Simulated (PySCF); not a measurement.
**Stretching Cs₂**

Set-up: Cs def2-TZVP with ECP46; scalar-relativistic core potentials (PySCF 2.14). Energies in eV from Cs + Cs in their ground configurations at the same level. All curves are PBE0. state 1: ¹Σg⁺ (singlet), closed shell; state 2: ³Σu⁺ (triplet), unpaired electrons σ ↑↑, a second solution, started from another occupation; state 3: ³Πu (triplet), unpaired electrons σ ↑, π ↑, a second solution, started from another occupation; state 4: Ms = 0 determinant of mixed spin (⟨S²⟩ near 1.0), unpaired electrons σ ↑, π ↓, a second solution, started from another occupation.

| R (Å) | state 1 | state 2 | state 3 | state 4 |
| --- | --- | --- | --- | --- |
| 4.096 | -0.2891 | 0.3629 | 0.5967 | 0.8741 |
| 4.287 | -0.3527 | 0.2686 | 0.5559 | 0.8221 |
| 4.477 | -0.3909 | 0.1932 | 0.5363 | 0.7902 |
| 4.620 | -0.4055 | 0.1471 | 0.5331 | 0.7776 |
| 4.763 | -0.4101 | 0.1088 | 0.5381 | 0.7732 |
| 4.906 | -0.4061 | 0.0773 | 0.5498 | 0.7760 |
| 5.096 | -0.3900 | 0.0443 | 0.5741 | 0.7890 |
| 5.335 | -0.3567 | 0.0150 | 0.6151 | 0.8170 |
| 5.620 | -0.3038 | -0.0070 | 0.6747 | 0.8628 |
| 6.001 | -0.2212 | -0.0211 | 0.7637 | 0.9358 |

**Question.** Put a parabola through the three lowest points of the state 1 curve and estimate Re, k and ωe (reduced mass 66.45 u; 1 eV/Å² = 0.16022 mdyn/Å; ωe = 1302.8·√(k/μ) cm⁻¹).

**Answer.** Through R = 4.62, 4.763, 4.906 Å the second-order coefficient is 0.210 eV/Å², so Re ≈ 4.768 Å, k ≈ 0.0674 mdyn/Å and ωe ≈ 41 cm⁻¹. A polynomial fit of higher order to the unrounded PBE0 energies gives Re = 4.764 Å, k = 0.0668 mdyn/Å, ωe = 41.3 cm⁻¹; anharmonicity and rounding make the difference.

The higher-order fit for each curve: state 1: Re = 4.764 Å, ωe = 41.3 cm⁻¹, De = 0.410 eV; state 2: Re = 6.405 Å, ωe = 11.9 cm⁻¹, minimum 0.025 eV below the ground-state fragments; state 3: Re = 4.601 Å, ωe = 40.8 cm⁻¹, minimum 0.53 eV above the ground-state fragments; state 4: Re = 4.776 Å, ωe = 37.6 cm⁻¹, minimum 0.77 eV above the ground-state fragments.

Closed-shell solutions of metal pairs were not tested for spin polarisation, which can lower them a little. Spin–orbit coupling is left out. Counting both spins, an empty level lies below a filled one in some of these solutions, because spin and occupation are held.
